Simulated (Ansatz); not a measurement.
A nudged elastic band was laid between two geometries of FH4OSi2 (8 atoms, charge 1, multiplicity 1).

All numbers below come from RKS r2SCAN-D4/def2-SVP (Ansatz).

```json
{"movable images": "7", "climbing image": "yes", "spring": "5.0 eV/Å²", "optimiser": "quadratic models (default)", "start path": "IDPP", "force threshold": "0.03 eV/Å", "iteration limit": "60", "end points": "relaxed"}
```

Image 0:

```xyz
8
Properties=species:S:1:pos:R:3
O 1.532 0.942 -1.002
Si 0.882 -0.079 0.029
F 1.897 -0.958 0.876
Si -1.462 -0.248 0.294
H 2.459 1.144 -1.218
H -1.680 0.546 1.531
H -1.966 0.364 -0.957
H -1.662 -1.710 0.447
```

Image 8:

```xyz
8
Properties=species:S:1:pos:R:3
O 1.657 -1.098 -0.557
Si 0.867 0.175 -0.026
F 1.750 1.442 0.342
Si -1.487 0.178 0.210
H 2.604 -1.258 -0.706
H -1.648 0.377 1.672
H -1.881 1.342 -0.623
H -1.861 -1.158 -0.311
```

What changes between the two ends?

No bond is made or broken. The dihedral O1–Si2–Si4–H8 goes from 141 to -3°.

What energy profile does the band end with?

The run converged. The highest image is number 4 of 0 to 8, 0.002 eV above the ends, which have the same energy within 2 meV. The top lies less than 8 meV above the higher end, about what the thresholds resolve: the motion is nearly free. A vibrational analysis at the climbing image gives no mode beyond 40i cm⁻¹: the surface is too flat there to confirm a saddle point.

```tsv
image	path coordinate (Å)	energy (eV)	dihedral O1–Si2–Si4–H8 (°)
0	0.00	0.000	141
1	0.53	-0.001	122
2	1.05	0.000	104
3	1.58	0.001	85
4	2.10	0.002	67
5	2.63	0.002	50
6	3.15	0.001	32
7	3.67	0.000	14
8	4.19	-0.001	-3
```

What is the geometry of the highest image?


```xyz
8
Properties=species:S:1:pos:R:3:forces:R:3
O 1.537 -0.223 -1.327 0.02 0.01 0.03
Si 0.886 0.049 0.100 0.01 -0.01 -0.02
F 1.901 0.308 1.292 0.00 0.00 0.00
Si -1.464 0.039 0.369 -0.01 0.00 0.01
H 2.466 -0.263 -1.614 -0.02 0.00 0.00
H -1.645 0.513 1.761 0.00 0.00 -0.01
H -1.896 0.968 -0.705 0.00 0.00 0.00
H -1.785 -1.390 0.123 0.00 0.00 0.00
```

The run took 2.3 min on 2 threads of Arm Neoverse V2, with other jobs on the host, peak memory 0.15 GiB.
